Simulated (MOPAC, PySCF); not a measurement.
Potential energy surface of H3Ga, singlet: umbrella (inversion) coordinate, bond length relaxed. Scanned: angle between the Ga-H bonds and the threefold axis (90 = planar). Other coordinates (Ga-H bond length) were minimised at B3LYP/def2-TZVP.

- PM3, restricted, heats of formation (MOPAC)
- M06-2X/cc-pVTZ (PySCF)
- CCSD(T) on RHF/cc-pVTZ, 9 core orbitals frozen (PySCF)

Energies relative to the lowest point of each profile, in eV:

```json
[
 {"a / °": "99", "PM3": "0.095", "M06-2X": "0.170"},
 {"a / °": "102", "PM3": "0.168", "M06-2X": "0.302"},
 {"a / °": "105", "PM3": "0.262", "M06-2X": "0.472"},
 {"a / °": "108", "PM3": "0.376", "M06-2X": "0.681"},
 {"a / °": "111", "PM3": "0.508", "M06-2X": "0.929"},
 {"a / °": "114", "PM3": "0.659", "M06-2X": "1.217"},
 {"a / °": "117", "PM3": "0.825", "M06-2X": "1.546"},
 {"a / °": "120", "PM3": "1.005", "M06-2X": "1.918"},
 {"a / °": "123", "PM3": "1.196", "M06-2X": "2.333"},
 {"a / °": "126", "PM3": "1.391", "M06-2X": "2.795"},
 {"a / °": "129", "PM3": "1.585", "M06-2X": "3.305"},
 {"a / °": "132", "PM3": "1.763", "M06-2X": "3.869"}
]
```

**Question.** Estimate the CCSD(T) values at these points.

**Answer.** 99: 0.168; 102: 0.298; 105: 0.465; 108: 0.670; 111: 0.915; 114: 1.199; 117: 1.524; 120: 1.890; 123: 2.297; 126: 2.745; 129: 3.236; 132: 3.771 (eV).
